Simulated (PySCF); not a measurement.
Al(H)(Me)(NH2) (CH6AlN), SMILES [CH3][AlH][NH2].

Geometry optimised at B3LYP-D3(BJ)/def2-TZVP. The values are those of a single conformer.

All values below come from PySCF with C-PCM-PBE0/def2-SVP.

The values are the electrostatic part of the solvation free energy, E(continuum) − E(gas) at the gas-phase geometry, in a cavity of scaled van der Waals radii (PySCF's table); cavitation and dispersion terms are not included. A continuum can't describe solvent molecules that bind to the metal. In vacuum the orbital gap is 7.25 eV. The dipole moment in vacuum is 1.28 D.

```json
[
 {"solvent": "water", "ε": "78.36", "ΔG(elec) (kcal/mol)": "-3.6", "dipole (D)": "1.58", "gap (eV)": "7.36"},
 {"solvent": "chlorobenzene", "ε": "5.70", "ΔG(elec) (kcal/mol)": "-3.0", "dipole (D)": "1.52", "gap (eV)": "7.35"},
 {"solvent": "benzene", "ε": "2.27", "ΔG(elec) (kcal/mol)": "-2.0", "dipole (D)": "1.43", "gap (eV)": "7.32"}
]
```
